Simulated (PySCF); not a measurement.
Species: C₆H₁₁NO₂Si.
Cartesian coordinates in Å at the PBE0-D3(BJ)/def2-SVP level; atoms count from 1:
```xyz
21
C6H11NO2Si angstrom
C     -2.1464    1.1331   -1.1730
Si    -0.9695    0.1572   -0.1078
C     -1.2301   -1.6862   -0.3017
C     -1.0666    0.6863    1.6852
O      0.5592    0.5690   -0.7280
C      1.7713    0.1671   -0.3431
C      2.1645   -0.7349    0.6920
N      3.4659   -0.8622    0.7453
O      3.9655   -0.0681   -0.2299
C      2.9704    0.5471   -0.8807
H     -1.9577    2.2130   -1.0759
H     -2.0312    0.8602   -2.2331
H     -3.1908    0.9405   -0.8816
H     -2.2502   -1.9638    0.0089
H     -0.5256   -2.2768    0.3033
H     -1.1039   -1.9848   -1.3541
H     -0.3572    0.1409    2.3257
H     -2.0794    0.5063    2.0803
H     -0.8516    1.7619    1.7819
H      1.5442   -1.2919    1.3940
H      3.2429    1.2177   -1.6910
```

Method used: PBE0-D3(BJ)/def2-SVP geometry optimisation, gas phase in PySCF.

Masses are those of the commonest isotopes; rigid-rotor values at the optimised geometry. The values belong to one conformer with, in the numbering `[CH3:1][Si:2]([CH3:3])([CH3:4])[O:5][c:6]1[cH:7][n:8][o:9][cH:10]1`, Si2–O5–C6–C7 1°.

Q: Give the principal moments of inertia and the rotational constants in cm⁻¹.

A: Ia = 213.34, Ib = 786.60, Ic = 836.83 u·Å²; 505379 MHz·u·Å²/I gives 2369, 642.5 and 603.9 MHz, that is A = 0.07902, B = 0.02143, C = 0.02014 cm⁻¹.

Q: What kind of rotor is it?

A: A near-prolate asymmetric top: κ = (2 × 642.5 − 2369 − 603.9)/(2369 − 603.9) = -0.96.

Q: What does the inertial defect say?

A: Not planar: Δ = Ic − Ia − Ib = -163.10 u·Å². For a rigid frame Δ = −2 Σ m c², so Σ m c² = 81.55 u·Å² lies off the ab plane: 23.93 from hydrogen and 57.62 from heavier atoms. The atom farthest from that plane is 2.45 Å away.

Q: Give the other two planar moments, Paa and Pbb, and the rms extents of the mass along the axes.

A: Paa = Σ m a² = (Ib + Ic − Ia)/2 = 705.05 and Pbb = Σ m b² = (Ia + Ic − Ib)/2 = 131.78 u·Å². With the mass M = 157.06 u, the rms extents √(P/M) along a, b and c are 2.12, 0.92, 0.72 Å.

Q: Predict some low-J microwave lines.

A: The dipole components are |μa| = 3.99 D, |μb| = 0.37 D, |μc| = 0.00 D; the mirror of this Cs structure is the ab plane, so μc vanishes by symmetry and there are no c-type lines. Intensities carry the squares of the components, which stand as 1.00 : 0.01 (a : b). Some lines, for components of 0.1 D or more:

```json
{"type": "b", "branch": "R", "J(Ka,Kc)": "2(0,2) ← 1(1,1)", "MHz": "766", "lower level (cm⁻¹)": "0.099"}
{"type": "a", "branch": "R", "J(Ka,Kc)": "1(0,1) ← 0(0,0)", "MHz": "1246", "lower level (cm⁻¹)": "0.000"}
{"type": "b", "branch": "Q", "J(Ka,Kc)": "1(1,0) ← 1(0,1)", "MHz": "1765", "lower level (cm⁻¹)": "0.042"}
{"type": "b", "branch": "Q", "J(Ka,Kc)": "2(1,1) ← 2(0,2)", "MHz": "1804", "lower level (cm⁻¹)": "0.125"}
{"type": "a", "branch": "R", "J(Ka,Kc)": "2(1,2) ← 1(1,1)", "MHz": "2454", "lower level (cm⁻¹)": "0.099"}
{"type": "a", "branch": "R", "J(Ka,Kc)": "2(0,2) ← 1(0,1)", "MHz": "2492", "lower level (cm⁻¹)": "0.042"}
{"type": "a", "branch": "R", "J(Ka,Kc)": "2(1,1) ← 1(1,0)", "MHz": "2531", "lower level (cm⁻¹)": "0.100"}
{"type": "b", "branch": "R", "J(Ka,Kc)": "1(1,1) ← 0(0,0)", "MHz": "2973", "lower level (cm⁻¹)": "0.000"}
{"type": "b", "branch": "R", "J(Ka,Kc)": "2(1,2) ← 1(0,1)", "MHz": "4181", "lower level (cm⁻¹)": "0.042"}
{"type": "b", "branch": "Q", "J(Ka,Kc)": "2(2,0) ← 2(1,1)", "MHz": "5180", "lower level (cm⁻¹)": "0.185"}
{"type": "b", "branch": "Q", "J(Ka,Kc)": "2(2,1) ← 2(1,2)", "MHz": "5295", "lower level (cm⁻¹)": "0.181"}
{"type": "b", "branch": "R", "J(Ka,Kc)": "2(2,1) ← 1(1,0)", "MHz": "7711", "lower level (cm⁻¹)": "0.100"}
{"type": "b", "branch": "R", "J(Ka,Kc)": "2(2,0) ← 1(1,1)", "MHz": "7750", "lower level (cm⁻¹)": "0.099"}
```

Q: Estimate the classical rotational partition function at 25 K, 50 K and 200 K.

A: Point group Cs, symmetry number σ = 1; q = (√π/σ)·√((kT/h)³/(ABC)), k/h = 20836.6 MHz/K: 22000 at 25 K, 62200 at 50 K, 497000 at 200 K.

Stationary, but not proved a minimum. No vibrational averaging or centrifugal distortion is included, and the geometry carries the error of its method. A rigid rotor knows nothing of internal rotation, which can split or shift real lines. Quadrupole hyperfine structure (14N) is left out.
